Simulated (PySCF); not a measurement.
## Trend along the fifth-period p block: MF cations

PBE0 with triple-zeta basis sets in PySCF, for the lowest determinant that a PBE0 search found; no spin–orbit coupling. De refers to high-spin ground-configuration atoms (the charge goes to the atom of lower measured ionisation energy or higher electron affinity, which is not always the lowest computed limit). A positive dipole points towards F; it is taken about the centre of mass and depends on that origin.

| M | basis | charged atom | state (unpaired electrons) | Re (Å) | ωe (cm⁻¹) | De (eV) | μ (D) |
| --- | --- | --- | --- | --- | --- | --- | --- |
| In | cc-pVTZ-PP/cc-pVTZ | In+ | doublet (σ ↑) | 1.928 | 564 | 1.10 | -3.67 |
| Sn | cc-pVTZ-PP/cc-pVTZ | Sn+ | singlet (closed shell) | 1.886 | 690 | 5.03 | -3.35 |
| Sb | cc-pVTZ-PP/cc-pVTZ | Sb+ | doublet (π ↑) | 1.860 | 723 | 4.25 | -2.77 |

The shortest bond is that of SbF⁺ (1.860 Å), the longest that of InF⁺ (1.928 Å). SnF⁺ is bound most strongly (5.03 eV) and InF⁺ least (1.10 eV).

The state changes along the series, so neighbouring rows are not always alike in their bonding.

Spin–orbit coupling is left out, which matters for elements this heavy, above all for dissociation energies. For an ion De counts to the pair picked by the measured ionisation energies or electron affinities, which need not be the lowest pair at this level. States were picked by a PBE0 search and need not be the measured ground states.
